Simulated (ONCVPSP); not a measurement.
# Configuration tests for silver (ONCV)

ONCVPSP 4.0.1 input, shortened (lines: element, Z, core and valence counts, functional; n l f; lmax; l rc ep ncon nbas qcut; lloc lpopt rc5 dvloc0; l nproj debl; icmod fcfact rcfact), LDA (Perdew-Zunger), scalar-relativistic:

```
  Ag 47.00    6    4        3      upf
    1    0    2.00
    2    0    2.00
    2    1    6.00
    3    0    2.00
    3    1    6.00
    3    2   10.00
    4    0    2.00
    4    1    6.00
    4    2   10.00
    5    0    1.00
    2
    0    1.45    0.00    4    9    9.60
    1    1.45    0.00    4    9    7.80
    2    1.85    0.00    4    9    8.40
    1    5    1.45    0.00
    0    2    1.50
    1    0    2.00
    2    1    2.50
    2    0.65    1.05
```

Energies are relative to the spin-unpolarised reference configuration 4s2 4p6 4d10 5s1; without spin polarisation the order of configurations can differ from experiment.

(1) Give the all-electron excitation energy and the error of the potential for: 4s2 4p6 4d10 5s0; 4s2 4p6 4d9 5s0; 4s2 4p6 4d8 5s0; 4s2 4p6 4d7 5s0.

Levels in the configuration 4s2 4p6 4d8 5s0:

| level | all-electron (eV) | pseudo (eV) |
| --- | --- | --- |
| 4s | -133.706 | -133.619 |
| 4p | -96.923 | -96.859 |
| 4d | -43.967 | -43.901 |

## Answers

(1)

```tsv
valence configuration	charge	ΔE all-electron (eV)	error AE − PS (meV)
4s2 4p6 4d10 5s0	+1	8.102	-0.7
4s2 4p6 4d9 5s0	+2	30.485	+2.0
4s2 4p6 4d8 5s0	+3	66.919	+35
4s2 4p6 4d7 5s0	+4	118.847	+139
```
